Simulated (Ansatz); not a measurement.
Stretching the Si1–H4 bond in C2H4Si (SMILES C#C[SiH3]) (multiplicity 1 held, fragments rigid). Energies count from the point at 1.479 Å.
Geometry at that point (charge 0, multiplicity 1):
```xyz
7

Si    -0.9456    -0.0781    -0.4697
C      0.6846     0.0566     0.3401
C      1.7613     0.1455     0.8750
H     -1.0538     0.9501    -1.5267
H     -1.0849    -1.4224    -1.0694
H     -2.0102     0.1295     0.5351
H      2.7115     0.2240     1.3470
```

R- and RO- levels are restricted; in cc, def2 and unpolarised 6-31G sets they are followed outwards from rest. Unrestricted levels (U-) break spin symmetry where that is lower. Active spaces are followed from a long bond inwards. Levels need not reach the same state.

Cores are frozen in the correlated methods.

The values were computed with Ansatz (Gaussian basis) for Hartree–Fock, density functionals and correlated methods. 

Energies in kcal/mol.

```csv
R (Å),R-HF/cc-pV(D+d)Z,R-MP2/cc-pV(D+d)Z,R-SCS-MP2/cc-pV(D+d)Z,U-CCSD(T)/cc-pV(D+d)Z,"FIC-MRCISD+Q on CASSCF(2,2)/cc-pV(D+d)Z"
1.183,30.2,30.2,30.2,30.4,30.3
1.331,5.9,6.1,6.1,6.2,6.2
1.479,0.0,0.0,0.0,0.0,0.0
1.626,4.1,3.8,3.8,3.5,3.5
1.774,13.6,12.8,12.7,12.1,12.0
1.996,31.9,30.3,30.1,28.3,28.2
2.218,51.5,48.5,48.1,44.9,44.5
2.587,81.7,75.6,74.8,68.0,66.4
2.957,107.0,96.5,95.0,83.0,80.0
3.401,131.2,113.4,110.9,90.0,87.8
3.992,154.7,124.1,119.5,91.6,91.1
4.731,174.0,122.6,114.5,91.9,91.9
```

Doubts at one or more of the structures used: a restricted determinant that unrestricted orbitals would lower (R-HF/cc-pV(D+d)Z, R-MP2/cc-pV(D+d)Z, R-SCS-MP2/cc-pV(D+d)Z); a spin-contaminated determinant (U-CCSD(T)/cc-pV(D+d)Z); T1 above 0.05 (U-CCSD(T)/cc-pV(D+d)Z).

Ansatz is a quantum-chemistry and plane-wave program.
